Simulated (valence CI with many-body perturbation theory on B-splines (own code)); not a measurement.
The numbers below are computed, except where a source is named.
# Ge⁹⁺ in three bases

Method: configuration interaction combined with many-body perturbation theory (CI+MBPT): five valence electrons over a frozen Dirac-Fock core [Ar], radial functions for each j: 7 s, 7 p, 8 d, 6 f, 4 g, 1 h, with the one-electron correlation potential Σ1, the two-electron term Σ2, the three-electron term Σ3, Breit, model QED; selected CI, second order for the rest, scaled by the run's own slope (own B-spline code, finite nucleus).

No measured spectrum was set against this ion. As an estimate, terms of the open shell hold to 2 to 4 % of their energy, and close levels can change places. Among the levels kept, up to 510 cm⁻¹ of a level comes from second order outside the variational space, and about a tenth of that is noise between levels of different J, which matters for small intervals. Only levels of the ground parity were solved; by the run's estimate the other parity begins above the list, which can be wrong where configurations are misplaced.

The reference run has the lowest level 3d⁵ ⁶S_5/2 and an ionisation energy of 250.932 eV. Its largest variational space holds 20408 state functions.

Changed runs:
A. basis 6 s, 6 p, 5 d, 5 f, 1 g
B. basis 5 s, 5 p, 4 d, 4 f

Excitation energies of the reference run in cm⁻¹, and shifts in cm⁻¹:

```csv
Level,Reference,A,B
3d⁵ ⁴G_5/2,57971,+366,+1299
3d⁵ ⁴G_11/2,58018,+407,+1331
3d⁵ ⁴G_7/2,58266,+363,+1292
3d⁵ ⁴G_9/2,58370,+355,+1285
3d⁵ ⁴P_5/2,63702,+541,+1336
3d⁵ ⁴P_3/2,64623,+538,+1315
3d⁵ ⁴P_1/2,65631,+580,+1294
3d⁵ ⁴D_7/2,70516,+450,+1695
3d⁵ ⁴D_1/2,71832,+485,+1682
3d⁵ ⁴D_5/2,72495,+470,+1600
3d⁵ ⁴D_3/2,72553,+463,+1596
3d⁵ ²I_11/2,83819,+586,+1835
Ionisation energy (eV),250.932,-0.127,-0.146
```
